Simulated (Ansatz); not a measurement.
Nudged elastic band run: C2H3BS

Input:

```yaml
crystal:
  periodic: [false, false, false]
  atoms:
    - { symbol: C, position_ang: [-1.61668, -0.032143, -0.917933] }
    - { symbol: C, position_ang: [-0.709243, 0.06564, -0.108657] }
    - { symbol: B, position_ang: [0.416043, 0.187773, 0.899255] }
    - { symbol: S, position_ang: [2.130228, -0.147041, 0.510653] }
    - { symbol: H, position_ang: [-2.421178, -0.116136, -1.625718] }
    - { symbol: H, position_ang: [0.214059, 0.522719, 2.037045] }
    - { symbol: H, position_ang: [1.98677, -0.480833, -0.794654] }
basis:
  gaussian: { orbitals: def2-SVP }
hamiltonian:
  xc: b3lyp
neb:
  order_check: false
  images: 9
  f_tol: 0.05
  max_iterations: 60
  final_atoms:
    - { symbol: C, position_ang: [-1.93175012, -0.09120313, -1.16593282] }
    - { symbol: C, position_ang: [-1.14952963, -0.03743444, -0.22131438] }
    - { symbol: B, position_ang: [-0.30587264, 0.0752398, 1.00510241] }
    - { symbol: S, position_ang: [1.48409838, -0.29470272, 0.84800956] }
    - { symbol: H, position_ang: [-2.63083506, -0.13705949, -1.98070143] }
    - { symbol: H, position_ang: [2.10526295, 0.52124046, 1.72349148] }
    - { symbol: H, position_ang: [2.42862512, -0.03610149, -0.20866382] }
  initial_path:
    images:
      - { positions_ang: [[-1.61668, -0.032143, -0.917933], [-0.709243, 0.06564, -0.108657], [0.416043, 0.187773, 0.899255], [2.130228, -0.147041, 0.510653], [-2.421178, -0.116136, -1.625718], [0.214059, 0.522719, 2.037045], [1.98677, -0.480833, -0.794654]] }
      - { positions_ang: [[-1.62412507, -0.04085595, -0.95339349], [-0.746659, 0.06745906, -0.12083473], [0.35103466, 0.19919775, 0.90922261], [2.06694092, -0.1298802, 0.54265207], [-2.4037662, -0.13261994, -1.67814579], [0.4165292, 0.501569, 2.05919012], [1.94004449, -0.46489072, -0.75869979]] }
      - { positions_ang: [[-1.63157015, -0.0495689, -0.98885398], [-0.784075, 0.06927812, -0.13301246], [0.28602632, 0.21062251, 0.91919023], [2.00365384, -0.1127194, 0.57465113], [-2.38635439, -0.14910389, -1.73057358], [0.61899941, 0.48041901, 2.08133523], [1.89331898, -0.44894845, -0.72274557]] }
      - { positions_ang: [[-1.63901522, -0.05828186, -1.02431447], [-0.82149101, 0.07109718, -0.14519019], [0.22101798, 0.22204726, 0.92915784], [1.94036676, -0.0955586, 0.6066502], [-2.36894259, -0.16558783, -1.78300137], [0.82146961, 0.45926901, 2.10348035], [1.84659347, -0.43300617, -0.68679136]] }
      - { positions_ang: [[-1.64646029, -0.06699481, -1.05977497], [-0.85890701, 0.07291625, -0.15736792], [0.15600964, 0.23347202, 0.93912546], [1.87707968, -0.0783978, 0.63864927], [-2.35153079, -0.18207178, -1.83542916], [1.02393982, 0.43811901, 2.12562546], [1.79986795, -0.41706389, -0.65083715]] }
      - { positions_ang: [[-1.65390537, -0.07570776, -1.09523546], [-0.89632301, 0.07473531, -0.16954564], [0.0910013, 0.24489677, 0.94909307], [1.8137926, -0.061237, 0.67064834], [-2.33411899, -0.19855572, -1.88785695], [1.22641002, 0.41696902, 2.14777058], [1.75314244, -0.40112162, -0.61488294]] }
      - { positions_ang: [[-1.70947432, -0.07880683, -1.10937493], [-0.94696433, 0.05230136, -0.17989939], [0.01162651, 0.21096538, 0.96029494], [1.74785375, -0.10793014, 0.70612058], [-2.3934622, -0.18625648, -1.90642585], [1.40218061, 0.4378233, 2.06291476], [1.88823898, -0.32811759, -0.53363911]] }
      - { positions_ang: [[-1.76504327, -0.08190591, -1.1235144], [-0.99760566, 0.02986741, -0.19025314], [-0.06774827, 0.17703398, 0.97149681], [1.68191491, -0.15462329, 0.74159282], [-2.45280542, -0.17395723, -1.92499474], [1.57795119, 0.45867759, 1.97805894], [2.02333552, -0.25511356, -0.45239529]] }
      - { positions_ang: [[-1.82061222, -0.08500498, -1.13765388], [-1.04824698, 0.00743346, -0.20060688], [-0.14712306, 0.14310259, 0.98269867], [1.61597606, -0.20131643, 0.77706507], [-2.51214863, -0.16165798, -1.94356364], [1.75372178, 0.47953188, 1.89320312], [2.15843205, -0.18210954, -0.37115147]] }
      - { positions_ang: [[-1.87618117, -0.08810405, -1.15179335], [-1.09888831, -0.01500049, -0.21096063], [-0.22649785, 0.10917119, 0.99390054], [1.55003722, -0.24800957, 0.81253731], [-2.57149185, -0.14935874, -1.96213253], [1.92949237, 0.50038617, 1.8083473], [2.29352859, -0.10910551, -0.28990765]] }
      - { positions_ang: [[-1.93175012, -0.09120313, -1.16593282], [-1.14952963, -0.03743444, -0.22131438], [-0.30587264, 0.0752398, 1.00510241], [1.48409838, -0.29470272, 0.84800956], [-2.63083506, -0.13705949, -1.98070143], [2.10526295, 0.52124046, 1.72349148], [2.42862512, -0.03610149, -0.20866382]] }
```

Launched with:

```bash
$ ansatz run input.yaml --threads 1 --pin off --max-ram 2048MiB --backend cpu --events-out ev --progress --plain --runs-dir out
```

Output, in part (warnings, iteration lines, the closing report on the highest movable image, with atoms numbered from 0):

```
NEB end point (image 0): max|allowed force component| = 1.403e-2 eV/Å (the criterion of neb.relax_end_points is 1.000e-2)
NEB end point (image 10): max|allowed force component| = 1.665e-2 eV/Å (the criterion of neb.relax_end_points is 1.000e-2)
NEB iter   1: max|band force component| = 5.055e0 eV/Å  barrier→ = 5.7112 eV  barrier← = 1.6283 eV  Δτ_max = 0.2000 Å  (308 SCF iters)
NEB iter   2: max|band force component| = 2.491e0 eV/Å  barrier→ = 4.9824 eV  barrier← = 0.8995 eV  Δτ_max = 0.2000 Å  (284 SCF iters)
NEB iter   3: max|band force component| = 2.016e0 eV/Å  barrier→ = 4.6483 eV  barrier← = 0.5653 eV  Δτ_max = 0.2000 Å  (288 SCF iters)
NEB iter   4: max|band force component| = 1.325e0 eV/Å  barrier→ = 4.7491 eV  barrier← = 0.6662 eV  Δτ_max = 0.1935 Å  (291 SCF iters)
NEB iter   5: max|band force component| = 1.117e0 eV/Å  barrier→ = 4.7567 eV  barrier← = 0.6738 eV  Δτ_max = 0.1993 Å  (300 SCF iters)
NEB iter   6: max|band force component| = 1.518e0 eV/Å  barrier→ = 4.6108 eV  barrier← = 0.5279 eV  Δτ_max = 0.0713 Å  (297 SCF iters)
NEB iter   7: max|band force component| = 8.325e-1 eV/Å  barrier→ = 4.5574 eV  barrier← = 0.4745 eV  CI = image 6  Δτ_max = 0.1003 Å  (295 SCF iters)
NEB iter   8: max|band force component| = 3.729e-1 eV/Å  barrier→ = 4.6503 eV  barrier← = 0.5674 eV  CI = image 6  Δτ_max = 0.0671 Å  (290 SCF iters)
NEB iter   9: max|band force component| = 2.149e-1 eV/Å  barrier→ = 4.6484 eV  barrier← = 0.5655 eV  CI = image 6  Δτ_max = 0.0313 Å  (295 SCF iters)
NEB iter  10: max|band force component| = 1.195e-1 eV/Å  barrier→ = 4.6523 eV  barrier← = 0.5694 eV  CI = image 6  Δτ_max = 0.0170 Å  (270 SCF iters)
NEB iter  11: max|band force component| = 5.908e-2 eV/Å  barrier→ = 4.6511 eV  barrier← = 0.5682 eV  CI = image 6  Δτ_max = 0.0408 Å  (293 SCF iters)
NEB iter  12: max|band force component| = 6.425e-2 eV/Å  barrier→ = 4.6498 eV  barrier← = 0.5669 eV  CI = image 6  Δτ_max = 0.0149 Å  (285 SCF iters)
NEB iter  13: max|band force component| = 3.192e-2 eV/Å  barrier→ = 4.6496 eV  barrier← = 0.5667 eV  CI = image 6  Δτ_max = 0.0000 Å  (510 SCF iters)
Total energy: -13624.01193426 eV, -500.6732038969 hartree
Atom 0 at    -1.772471    -0.019881    -1.060950 Å, force    -0.006611    -0.010176     0.012083 eV/Å
Atom 1 at    -0.993123    -0.116600    -0.118448 Å, force    -0.020236     0.009384    -0.023615 eV/Å
Atom 2 at    -0.108324    -0.228627     1.074259 Å, force     0.018887    -0.006645    -0.005003 eV/Å
Atom 3 at     1.725520    -0.343352     0.877276 Å, force    -0.001015     0.010384     0.018918 eV/Å
Atom 4 at    -2.479102     0.064232    -1.866331 Å, force     0.007473     0.003463    -0.001121 eV/Å
Atom 5 at     1.283300     0.833540     1.537538 Å, force     0.010691    -0.005568    -0.000316 eV/Å
Atom 6 at     2.344198    -0.189334    -0.443354 Å, force    -0.009190    -0.000842    -0.000946 eV/Å
Dipole moment:     0.389154     0.124947    -0.422234 e Å
```

The run converged. Neighbouring images differ by up to 1.5 eV, so the band resolves the path poorly. A vibrational analysis at the climbing image gives one clearly imaginary mode, 1287i cm⁻¹: a first-order saddle point. The orbitals stay closed-shell, which can raise the energy where a bond breaks towards radicals; this wasn't checked here.

Final band (atoms are numbered from 1 in the order of the input):

| image | path coordinate (Å) | energy (kcal/mol) | B3–H6 (Å) | S4–H6 (Å) |
| --- | --- | --- | --- | --- |
| 0 | 0.00 | 0.0 | 1.20 | 2.54 |
| 1 | 0.31 | 2.1 | 1.20 | 2.44 |
| 2 | 0.61 | 10.7 | 1.20 | 2.28 |
| 3 | 0.92 | 28.9 | 1.21 | 2.07 |
| 4 | 1.23 | 59.0 | 1.31 | 1.83 |
| 5 | 1.53 | 93.5 | 1.53 | 1.60 |
| 6 | 1.84 | 107.2 | 1.81 | 1.42 |
| 7 | 2.19 | 100.7 | 2.13 | 1.36 |
| 8 | 2.53 | 96.3 | 2.39 | 1.35 |
| 9 | 2.88 | 94.7 | 2.51 | 1.35 |
| 10 | 3.23 | 94.2 | 2.56 | 1.35 |

The run took 4.7 min on 1 thread of Arm Neoverse V1, on a shared host, peak memory 0.14 GiB.
